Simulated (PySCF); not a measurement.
# `N#C[C@H]1CC[C@H]1[SiH2]O`, C₅H₉NOSi

Geometry:
```
atom   x (Å)   y (Å)   z (Å)
  N1  -0.146  -2.717   0.528
  C2  -0.597  -1.743   0.128
  C3  -1.121  -0.495  -0.334
  C4  -1.612   0.406   0.820
  C5  -0.377   1.296   0.644
  C6  -0.029   0.562  -0.666
 Si7   1.779  -0.010  -0.898
  O8   2.342  -0.785   0.404
  H9  -1.846  -0.690  -1.129
 H10  -1.711  -0.088   1.786
 H11  -2.548   0.908   0.581
 H12  -0.572   2.363   0.550
 H13   0.367   1.145   1.424
 H14  -0.353   1.145  -1.529
 H15   2.643   1.160  -0.943
 H16   1.818  -0.845  -2.100
 H17   1.955  -1.600   0.723
```

Method: TDDFT B3LYP/def2-SVPD circular dichroism and optical rotation, one conformer, gas phase (PySCF 2.14.0). Geometry: GFN2-xTB.

The molecule is flexible and this is one conformer; a measurement averages over conformers. States above about 7.9 eV (minus the energy of the highest occupied orbital) lie near or above the ionisation threshold and depend on the basis.

(1) Draw the ECD and absorption spectra from the lowest 12 states, each a Gaussian of half-width 0.35 eV at 1/e height.

## Answers

(1) 
| E (eV) | λ (nm) | Δε (L mol⁻¹ cm⁻¹) | ε (L mol⁻¹ cm⁻¹) |
| --- | --- | --- | --- |
| 6.26 | 198 | -0.38 | 23.2 |
| 6.41 | 194 | -1.48 | 75.1 |
| 6.56 | 189 | -3.87 | 178 |
| 6.71 | 185 | -6.76 | 321 |
| 6.86 | 181 | -7.64 | 459 |
| 7.01 | 177 | -4.79 | 565 |
| 7.16 | 173 | +0.37 | 675 |
| 7.31 | 170 | +5.21 | 894 |
| 7.46 | 166 | +8.50 | 1370 |
| 7.61 | 163 | +10.93 | 2320 |
| 7.76 | 160 | +15.09 | 3880 |
| 7.91 | 157 | +21.56 | 5490 |

Δε uses R in velocity form, ε uses f in length form. Only the states computed contribute, so the short-wavelength end is incomplete.
